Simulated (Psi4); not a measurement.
Psi4 was given this input:
```
memory 2 GB

molecule mol {
1 2
B    -0.000000   -0.000000   -1.165988
Cl    0.000000    0.000000    0.342938
}

set {
  basis aug-cc-pvdz
  reference uks
}

energy('wb97x-v')
print_variables()
```

### Question
What does this run give for the total energy, <S^2>, nuclear repulsion energy?

### Answer

```yaml
total_energy: -484.5400 Eh
"<S^2>": 0.754
nuclear_repulsion_energy: 29.8093 Eh
```

These values belong to the state on which the SCF converged, which isn't shown to be the lowest.
